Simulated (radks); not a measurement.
The numbers below are computed, except where a source is named.
Q: Orbital eigenvalues (eV) of the potassium ion K+, [Ar], of relativity; Dirac values are averaged over j with weights 2j + 1. Spin-unpolarised spherical Kohn-Sham, PBE, point nucleus unless stated (finite: rms radius 3.4349 fm), a radial shooting solver on a logarithmic mesh with Libxc functionals. A level marked "c x" has the speed of light scaled by that factor and shares open shells by 2j + 1; other Dirac levels either fill j = l - 1/2 first or share by 2j + 1.

| shell | non-rel. |
|---|---|
| 1s | -3511.1 |
| 2s | -356.63 |
| 2p | -286.07 |
| 3s | -41.126 |
| 3p | -24.896 |

Give the values at the level "Dirac, c x 5".

A: 
shell  Dirac, c x 5  change of magnitude (%)
1s          -3511.8                    +0.02
2s          -356.75                    +0.03
2p          -286.08                    0.00
3s          -41.139                    +0.03
3p          -24.896                    0.00
